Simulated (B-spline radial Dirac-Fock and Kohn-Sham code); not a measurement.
# Co: input and output of one calculation

ΔSCF core binding energies without Breit or QED terms, calculated with a radial B-spline solver. Keys: rel is the Hamiltonian (dirac, or spin-free x2c and nr, where L3 and M5 stand for the whole 2p and 3d shells), method is hf or an exchange,correlation pair (spin-unpolarised, also for the hole states), nuc the nuclear model, radius_factor scales its radius, rmax is the box in bohr, h the logarithmic mesh step, order the B-spline order, points the quadrature points per cell, c_factor scales the speed of light, and damp, ndamp, maxit and tol steer the iteration. The run stops when the commutator error falls below 10·tol·max(1, Z/10), or the numerical noise floor, and the energy has settled to about 1e-8 Ha; the virial ratio is −V/T.

Input (task.json):

```json
{"items": [{"Z": 27, "q": 0, "cfg": [[1, 0, 2], [2, 0, 2], [2, 1, 6], [3, 0, 2], [3, 1, 6], [3, 2, 7], [4, 0, 2]], "A": 59, "rrms": 3.7875, "do": "settings", "holes": ["K", "L3", "M5"],
  "settings": [{"rel": "dirac", "method": "hf", "nuc": "fermi", "radius_factor": 1.0, "rmax": 45.0, "h": 0.3, "order": 8, "points": 10, "c_factor": 0.1334, "maxit": 61, "damp": 0.5, "ndamp": 3, "tol": 1e-08}]}]}
```

Command: `python xray2_run.py task.json out`

Ground-state iterations:

```
iter   energy (Ha)        error
   1    -1579.16192314  2.76e+00
   2    -1570.76844329  6.26e-01
   3    -1589.64769220  2.64e-01
   4    -1591.14661544  8.99e-02
   5    -1591.21765989  4.06e-02
   6    -1591.22510683  4.20e-02
   7    -1591.26863866  1.91e-03
   8    -1591.26879461  8.63e-04
   9    -1591.26880960  2.44e-04
  10    -1591.26881100  7.83e-06
  11    -1591.26881101  2.03e-06
  12    -1591.26881101  3.75e-07
  13    -1591.26881101  1.00e-07
```

The ground state converged in 13 iterations, with total energy -1591.26881 Ha, virial ratio 1.24505 and highest orbital energy -6.27 eV. ΔSCF binding energies: K (1s) 6656.5 eV, L3 (2p3/2) 782.0 eV. Holes are computed only in closed shells, and unreliable hole states are left out.

Q: One setting is unsound. Which, and why?

A: c_factor makes c so small that Zα exceeds 1, so any numbers that come out have no meaning. With the default settings (Dirac Hartree-Fock): The ground state converged in 11 iterations, with total energy -1392.00192 Ha, virial ratio 1.98458 and highest orbital energy -7.42 eV. ΔSCF binding energies: K (1s) 7735.3 eV, L3 (2p3/2) 794.8 eV. Holes are computed only in closed shells, and unreliable hole states are left out.
